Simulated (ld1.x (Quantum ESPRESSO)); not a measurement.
## Al: one change to a TM semilocal potential, before and after

- Element: aluminium (Al)
- Generator: ld1.x (Quantum ESPRESSO) 7.5
- Type: norm-conserving Troullier–Martins (semilocal form)
- Functional: PBE
- Relativity: scalar-relativistic
- Frozen core: [Ne]
- Valence charge: 3
- Reference configuration: 3s2 3p1
- Partial waves: 3s (bound): rc 1.90 bohr; 3p (bound): rc 2.75 bohr; 3d channel at -0.1 Ry: rc 2.40 bohr
- Local potential: the d channel
- Core correction: none

All-electron outer shells of the reference configuration (PBE, scalar-relativistic, ld1.x):

```tsv
shell	level (eV)	outermost node (bohr)	outermost maximum (bohr)
2s	-108.17	0.16	0.50
2p	-69.64	–	0.43
3s	-7.75	0.80	2.09
3p	-2.71	0.82	2.64
```

Change: wave 3s (bound): rc 1.90 bohr becomes 3s (bound): rc 2.84 bohr.

Cutoffs: the cutoffs (Ry, on a coarse ladder) from which the occupation-weighted sum of valence levels, in a spherical-Bessel basis at the reference potential, stays within 10 and 1 mRy of its value at 400 Ry; they do not see the model core or the augmentation charge, which bear on the density cutoff. Errors are all-electron minus pseudo energies relative to the spin-unpolarised reference configuration.

Problem. Predict the effect on cutoff, ghosts and configuration errors.

Solution. The potential gets softer (10 Ry and 30 Ry → 8 Ry and 18 Ry); of the 7 tests that both files solve, the error grows in 0 and shrinks in 5 by more than 15 % and 0.3 meV (median size 6.6 → 1.3 meV); neither file shows a bound ghost. A larger radius leaves more room for a smooth pseudo-wave, so fewer plane waves are needed. That the errors move this way runs against the usual rule that smaller radii transfer better. A semilocal file is local in each channel, so a ghost entry of none says nothing of the separable form that plane-wave codes build from it.

```tsv
quantity	base	changed
cutoff, loose	10 Ry	8 Ry
cutoff, tight	30 Ry	18 Ry
loose cutoff by channel (10 mRy a level)	s 8 Ry, p 6 Ry	s 6 Ry, p 6 Ry
bound ghosts	none	none
error for 3s2 3p0, meV [ΔE 5.76 eV]	-2.7	+1.3
error for 3s1 3p0, meV [ΔE 24.99 eV]	+20	+20
error for 3s2 3p0.5, meV [ΔE 2.09 eV]	-0.5	+0.1
error for 3s2 3p1.3, meV [ΔE -0.57 eV]	0.0	0.0
error for 3s1 3p1, meV [ΔE 11.57 eV]	+9.8	+1.5
error for 3s0 3p3, meV [ΔE 10.45 eV]	+30	+19
error for 3s1 3p2, meV [ΔE 5.14 eV]	+6.6	-0.6
```
